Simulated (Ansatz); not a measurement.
Series ZrX4: LC-ωPBE/def2-TZVP single points in Ansatz on relaxed structures, gas phase. Core potentials for Zr, no spin–orbit coupling. Binding counts from free atoms in the multiplicity of their measured ground term, without zero-point energy. The structures are stationary points that may keep the symmetry of their start.

```
species  atoms    state            geometry  HOMO (eV)  LUMO (eV)  gap (eV)  binding per atom (eV)  point group (within 0.1 Å)
   ZrH4      5  singlet    PBE-D4/def2-TZVP     -11.42      -0.03     11.40                   2.45                          Td
  ZrCl4      5  singlet  r2SCAN-D4/def2-SVP     -12.52      -0.62     11.89                   4.03                          Td
   ZrF4      5  singlet     PBE-D4/def2-SVP     -15.06       0.91     15.97                   5.47                          Td
```

The gap (eV) runs from 11.40 (ZrH4) to 15.97 (ZrF4).
